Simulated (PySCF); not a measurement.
How methods differ on the excitation energy of Lu⁺

Lu⁺ [Xe] 4f14 6s2 (1S) → Lu⁺ [Xe] 4f14 5d1 6s1 (3D), as a difference of total energies. Calculation: PySCF 2.14, in cc-pVDZ-X2C (8s7p5d3f1g, 84 functions); scalar relativity by spin-free X2C-1e. Correlated levels: valence: [Kr] 4d10 frozen; valence and next inner shell: [Ar] 3d10 frozen. The calculations carry no spin-orbit coupling.

Problem. Order these methods by the excitation energy they give, lowest first.
A. TPSS
B. MP2 (valence and next inner shell)
C. M06-2X
D. revPBE

Solution. A (1.107 eV), D (1.235 eV), B (1.823 eV), C (1.855 eV).

Errors of the correlated levels include the incompleteness of this basis and the frozen core.

For comparison: 1.628 eV (measured; NIST levels, between the centres of gravity of the two terms).
